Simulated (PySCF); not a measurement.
## Dipole response of Cl- (chlorine, charge -1)

[Ar], closed-shell 1S. Computed with PySCF 2.14 in dyall-av3z, with the non-relativistic Hamiltonian (point nucleus). Coupled (time-dependent) response in atomic units; α is the mean over directions.

| method | mean α (bohr³) | C₆ (like pair) | S(−4) |
| --- | --- | --- | --- |
| UHF | 26.35 | 226.5 | 205.4 |
| PBE0 | 29.75 | 262.3 | 301.2 |
| LC-wPBE | 28.19 | 246.4 | 247.4 |
| MN15 | 29.53 | 254.7 | 307.0 |

S(−4) is the Cauchy moment in α(ω) = α(0) + S(−4) ω² + …

α(iu) at UHF:

```csv
u (hartree),α(iu) (bohr³)
0,26.35
0.0500,25.85
0.100,24.53
0.200,20.83
0.300,17.17
0.500,11.61
0.750,7.388
1.00,4.987
1.50,2.645
2.00,1.620
3.00,0.7847
5.00,0.3084
```

For an ion, C₆ is the dispersion term alone; charge-induced terms of lower order in 1/R come first.
